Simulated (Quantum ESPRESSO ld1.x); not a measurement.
The numbers below are computed, except where a source is named.
Task: The aim is the caesium ion Cs3+ in [Kr] 4d10 5s2 5p4. This ld1.x (Quantum ESPRESSO 7.5) run was made with `OMP_NUM_THREADS=1 ld1.x < ld1.in > ld1.out`. Can the result be used? Name any fault.

```
 &input
    zed=55.0,
    iswitch=1,
    rel=0,
    dft='PBE',
    config='[Kr] 4d10 5s2 5p4 6p4',
    prefix='ld1',
    max_out_wfc=37,
    file_charge='ld1.rho',
 /
```

Output (excerpt):

```
     Program LD1 v.7.5 starts

     Message from routine scf:
     warning: convergence not achieved
     --------------------------- All-electron run ----------------------------

     atomic number is 55.00
     dft =PBE   lsd =0 sic =0 latt =0  beta=0.20 tr2=1.0E-14
     Exchange-correlation= PBE
                           (   1   4   3   4   0   0   0)
     mesh =1953 r(mesh) = 100.35027 a.u. xmin = -7.00 dx = 0.00800
     1 Ry =  13.60569312 eV

     n l     nl                  e(Ry)          e(Ha)          e(eV)
     1 0     1S 1( 2.00)     -2516.7514     -1258.3757    -34242.1467
     2 0     2S 1( 2.00)      -384.9677      -192.4839     -5237.7530
     2 1     2P 1( 6.00)      -362.8054      -181.4027     -4936.2186
     3 0     3S 1( 2.00)       -80.4794       -40.2397     -1094.9784
     3 1     3P 1( 6.00)       -71.0526       -35.5263      -966.7196
     4 0     4S 1( 2.00)       -15.6297        -7.8149      -212.6534
     4 1     4P 1( 6.00)       -12.2334        -6.1167      -166.4433
     3 2     3D 1(10.00)       -53.5164       -26.7582      -728.1283
     4 2     4D 1(10.00)        -6.3605        -3.1803       -86.5396
     5 0     5S 1( 2.00)        -2.3302        -1.1651       -31.7044
     5 1     5P 1( 4.00)        -1.4466        -0.7233       -19.6822
     6 1     6P 1( 4.00)        -0.0000        -0.0000        -0.0000

     final scf error:  1.7E-05 reached in 201 iterations

     Etot =  -15109.877898 Ry,   -7554.938949 Ha, -205580.361808 eV

     Ekin =   15104.066360 Ry,    7552.033180 Ha,  205501.291803 eV
     Encl =  -35784.769887 Ry,  -17892.384944 Ha, -486876.597563 eV
     Eh   =    5942.367390 Ry,    2971.183695 Ha,   80850.027138 eV
     Exc  =    -371.541761 Ry,    -185.770881 Ha,   -5055.083186 eV
```

Result: No (not converged). The line at issue: config='[Kr] 4d10 5s2 5p4 6p4'. The string holds 56 electrons for Z = 55, so the species has charge -1 and is not the one meant. The extra electrons are not bound, and the cycle does not converge. The sound input gives -7553.808 hartree.
